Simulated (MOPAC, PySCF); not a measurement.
Cl₃In, SMILES `[Cl][In]([Cl])[Cl]`, neutral singlet in the gas phase. 

Z-matrix (Å, degrees):
```
In
Cl 1 2.3156
Cl 1 2.3156 2 120.00
Cl 1 2.3156 2 120.00 3 180.00
```
Charge 0, spin multiplicity 1.

All levels are single points at this geometry (PBE-D3(BJ)/def2-TZVP); Pople sets use spherical d functions. Orbital energies aren't observables, and empty levels follow the basis.

```tsv
level	HOMO (eV)	LUMO (eV)	gap (eV)	dipole (D)	vertical IE, Delta-SCF (eV)
PBE-D3(BJ)/def2-TZVP in PySCF	-8.01	-3.94	4.07	0.00	10.76
B3LYP/6-311+G** (LANL2DZ on In) in PySCF	-9.25	-3.42	5.83	0.00	–
B3LYP/6-31G* (LANL2DZ on In) in PySCF	-9.20	-3.38	5.81	0.00	11.36
B3LYP/LANL2DZ in PySCF	-9.32	-3.67	5.65	0.00	–
BP86/6-31G* (LANL2DZ on In) in PySCF	-8.18	-4.10	4.08	0.00	–
M06-2X/6-31G* (LANL2DZ on In) in PySCF	-10.87	-2.50	8.37	0.00	–
PBE/6-31G* (LANL2DZ on In) in PySCF	-8.08	-4.02	4.06	0.00	–
SVWN5/6-31G* (LANL2DZ on In) in PySCF	-8.18	-4.13	4.05	0.00	–
HF/6-31G* (LANL2DZ on In) in PySCF	-12.95	-0.11	12.84	0.00	12.36
AM1 in MOPAC	-12.27	-3.00	9.26	0.00	–
PM3 in MOPAC	-10.81	-2.96	7.85	0.00	–
PM6 in MOPAC	-11.90	-2.34	9.56	0.00	–
PM7 in MOPAC	-11.69	-1.85	9.84	0.00	–
```
